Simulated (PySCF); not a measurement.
**Nickel: highly charged ions in a basis for the neutral atom**

Ni¹⁴⁺ [Ne] 3s2 3p2, Ni¹⁵⁺ [Ne] 3s2 3p1. All numbers are calculated (PySCF 2.14, scalar relativity by spin-free X2C-1e, in x2c-TZVPall). No spin-orbit coupling, so a gap to NIST mixes the basis error with missing relativistic terms.

Changed run: basis of the neutral atom used for a highly charged ion. This setting is unsound on purpose.

| species | method | sound run (hartree) | changed run (hartree) | converged |
| --- | --- | --- | --- | --- |
| Ni¹⁴⁺ | UHF | not run | -1427.87502 | yes |
| Ni¹⁴⁺ | M06-L | not run | -1428.49236 | yes |
| Ni¹⁴⁺ | PBE0 | not run | -1428.28052 | yes |
| Ni¹⁵⁺ | UHF | not run | -1410.97648 | yes |
| Ni¹⁵⁺ | M06-L | not run | -1411.55062 | yes |
| Ni¹⁵⁺ | PBE0 | not run | -1411.33998 | yes |

Ionisation energy of Ni¹⁴⁺:

```csv
method,changed run (eV),NIST (eV)
UHF,459.83,462.8 ± 1.1
M06-L,461.01,462.8 ± 1.1
PBE0,460.98,462.8 ± 1.1
```

The contracted functions were made for the neutral atom and can be too rigid for a highly charged ion.
